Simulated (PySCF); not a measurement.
Vertical excitations of a molecule C2H8O2Si from TDA-CAM-B3LYP/def2-SVPD in PySCF 2.14.0, as energy in eV (oscillator strength): 6.65 (0.012), 7.32 (0.021), 7.42 (0.013), 7.49 (0.014), 8.21 (0.014), 8.26 (0.044), 8.36 (0.061), 8.51 (0.021), 8.64 (0.021), 8.76 (0.019). Lowest triplet (TDA): 6.32 eV. Geometry: B3LYP-D3(BJ)/def2-SVP. The values are those of a single conformer.

Q: Identify the compound among the candidates.
A. C[Si@H](O)CO
B. COC[SiH2]O
C. OCCO[SiH3]
D. CO[SiH2]CO

A: A, C[Si@H](O)CO
